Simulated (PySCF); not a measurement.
## How methods differ on the ionisation energy of Te⁺

Te⁺ [Kr] 4d10 5s2 5p3 (4S) → Te²⁺ [Kr] 4d10 5s2 5p2 (3P), as a difference of total energies. All numbers are calculated (PySCF 2.14, a scalar-relativistic core potential, in def2-SVP with the def2 core potential (28 electrons) (4s4p2d, 26 functions)). Correlated levels: valence: 4s2 4p6 4d10 frozen. The calculations carry no spin-orbit coupling.

```json
{"method": "UHF", "ionisation energy (eV)": "18.357"}
{"method": "TPSS", "ionisation energy (eV)": "18.787"}
{"method": "B3LYP", "ionisation energy (eV)": "18.775"}
{"method": "MP2 (valence)", "ionisation energy (eV)": "18.654"}
{"method": "SCS-MP2 (valence)", "ionisation energy (eV)": "18.553"}
{"method": "CCSD (valence)", "ionisation energy (eV)": "18.619"}
{"method": "CCSD(T) (valence)", "ionisation energy (eV)": "18.622"}
```

Task: How much does correlation contribute at CCSD(T) (valence)?

Result: 18.622 − (18.357) = 0.265 eV, measured against UHF.

The reference lies between the lowest fine-structure levels, while these numbers refer to the centres of the terms.

Errors of the correlated levels include the incompleteness of this basis and the frozen core.

For comparison: 18.6 ± 0.4 eV (measured; NIST Atomic Spectra Database, ionization energies).
